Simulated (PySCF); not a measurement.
**NMR data sheet: C4H6F2O2Si**

- Formula: C4H6F2O2Si
- SMILES: COC1=C[C@@H](F)[Si@@H](F)O1
- Point group of the computed structure: C1
- Degrees of unsaturation: 2
- Carbon signals: 4
- Proton signals: 4

Atoms are numbered as in `[CH3:1][O:2][C:3]1=[CH:4][C@@H:5]([F:6])[Si@@H:7]([F:8])[O:9]1` (H(Xn): hydrogen on atom n).

PySCF 2.14 calculation with PBE0/pcSseg-1 with gauge-including orbitals and geometry from GFN2-xTB; one conformer, no solvent model, one averaged value for each set of equivalent atoms, non-relativistic Hamiltonian.

Shifts are taken against calculated references (same method and geometry level): TMS for 1H (σref 31.72), 13C (σref 186.93), 29Si (σref 349.16); 19F (σref 170.95) vs CFCl3; 17O (σref 336.08) vs H2O.

| carbon | δC, type | δH (multiplicity) | HMBC from (2–3 bonds) | span of the C tensor (ppm) |
| --- | --- | --- | --- | --- |
| C1 | 55.7, CH3 | 3.91 (s) | – | 75 |
| C3 | 171.0, C | – | H(C5), H(Si7), H(C4), H(C1) | 147 |
| C4 | 80.8, CH | 4.77 (m) | H(C5), H(Si7) | 111 |
| C5 | 89.1, CH | 5.42 (m) | H(Si7), H(C4) | 91 |

Other nuclei:
| atoms | nucleus | environment | δ (ppm) | σ (ppm) |
| --- | --- | --- | --- | --- |
| H(Si7) | 1H | hydrogen on a silicon bonded to C, F, O, in a 5-membered ring | 4.94 | 26.78 |
| F8 | 19F | fluorine bonded to Si | -172.1 | 343.0 |
| F6 | 19F | fluorine on an sp3 carbon | -232.2 | 403.2 |
| Si7 | 29Si | silicon bonded to C, F, O, H, in a 5-membered ring | -13.2 | 362.3 |
| O9 | 17O | oxygen bonded to C, Si, in a 5-membered ring | 142.1 | 194.0 |
| O2 | 17O | ether oxygen | 105.6 | 230.5 |

1. Carbon types of the structure: 1 × C, 2 × CH, 1 × CH3, leaving 1 H on heteroatoms.
2. δC 171.0: alkene carbon bearing oxygen; an sp2 carbon further deshielded by the attached heteroatom.
3. δC 89.1: allylic sp3 CH bonded to F and Si; deshielded by the electronegative neighbour.
4. δC 80.8: β carbon of an enol-ether or enamine type C=C; the O or N lone pair pushes π density onto this β carbon and shields it.
5. δC 55.7: methyl carbon bonded to O; the inductive effect lowers its shielding.
6. δH 3.91: hydrogen on a methyl carbon bonded to O; its carbon carries O, hence the downfield position.

Splittings by 19F in the carbon and heteronuclear signals aren't shown, as no couplings were computed. Shifts are as computed. Against solution values, carbons near 30 ppm lie about +3 ppm off and those near 130 ppm about +5 ppm. Of 1309 compounds with measured shifts, 239 miss one by over three times the rms of a fit or turn the order of signals round; such compounds aren't used in these exercises. Unscaled 19F shifts against computed CFCl3 carry errors that often reach 10 to 50 ppm. Experimental scales use liquid or dissolved standards, which lie at an offset from isolated H2O (liquid H2O: subtract about 36 ppm). No couplings were computed; multiplicities are counted from neighbouring protons, with m where these are inequivalent, close in shift, in a saturated or five-membered ring or joined by F or P, and br s for small geminal =CH2 splittings.
